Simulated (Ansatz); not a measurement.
Species: difluoro(dimethyl)silane, C2H6F2Si, charge 0, multiplicity 1. 
Coordinates optimised at B3LYP-D3(BJ)/def2-TZVP (Ansatz, a program for electronic structure):
```
Si
F 1 1.6020
F 1 1.6020 2 105.85
C 1 1.8491 2 108.73 3 -116.66
H 4 1.0915 1 110.71 2 57.40
H 4 1.0919 5 108.11 1 121.60
H 4 1.0919 5 108.11 6 116.79
C 1 1.8491 2 108.73 3 116.66
H 8 1.0915 1 110.71 2 -57.40
H 8 1.0919 9 108.11 1 -121.60
H 8 1.0919 9 108.11 10 -116.79
```
Charge 0, spin multiplicity 1.

Parts of the frozen-core correlation energy in cc-pwCVTZ (Ansatz, hartree). Frozen orbitals: 9; correlated occupied orbitals by spin: 16 and 16; virtual: 290 and 290. No spin-orbit coupling. No relativistic terms.

```csv
term,value
reference (HF),-567.34446
MP2 opposite-spin,-0.75661
MP2 same-spin,[?]
CCSD correlation,[?]
(T),[?]
T1 diagnostic,0.010
largest doubles amplitude,0.016
```

Task: Fill in the missing entries.

Result: 
- MP2 same-spin, value: -0.24053
- CCSD correlation, value: -1.02744
- (T), value: -0.03411
